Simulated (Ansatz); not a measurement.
System: C$_{2}$H$_{8}$Cl$_{2}$OSi$_{2}$, charge 0, multiplicity 1. 
Coordinates optimised at B3LYP-D3(BJ)/def2-TZVP (Ansatz, a quantum-chemistry and plane-wave program):
SMILES: C[SiH](C)O[SiH](Cl)Cl
```xyz
15

C     -2.1678    -1.0660     0.5123
Si    -1.7940     0.1966    -0.8062
C     -2.3525     1.9050    -0.3191
O     -0.1482     0.2394    -1.0748
Si     1.2743     0.0695    -0.3539
Cl     1.6425    -1.9095     0.0538
Cl     1.2859     1.0944     1.4321
H     -1.7025    -0.7880     1.4607
H     -1.7960    -2.0525     0.2308
H     -3.2452    -1.1438     0.6764
H     -2.3973    -0.2009    -2.0986
H     -1.8796     2.2129     0.6159
H     -3.4356     1.9331    -0.1772
H     -2.0945     2.6365    -1.0871
H      2.3496     0.5846    -1.2011
```

Wanted: vertical triplet-singlet gap (E(triplet) - E(singlet); each state is the SCF solution reached for its spin), in kcal/mol. Cores are frozen in the correlated levels unless marked. Open shells are spin-unrestricted. Spin-orbit coupling is left out. Non-relativistic. 

```csv
level,program,vertical triplet-singlet gap (kcal/mol)
PBE/def2-TZVPD,Ansatz,156.4
r2SCAN/def2-TZVPD,Ansatz,167.6
B3LYP/def2-TZVPD,Ansatz,170.6
PBE0/def2-TZVPD,Ansatz,173.9
wB97M-V/def2-TZVPD,Ansatz,188.0
wB97X-V/def2-TZVPD,Ansatz,190.8
MP2/aug-cc-pV(D+d)Z,Ansatz,189.6
RI-MP2/aug-cc-pV(T+d)Z,Ansatz,191.6
SCS-MP2/aug-cc-pV(D+d)Z,Ansatz,191.1
```
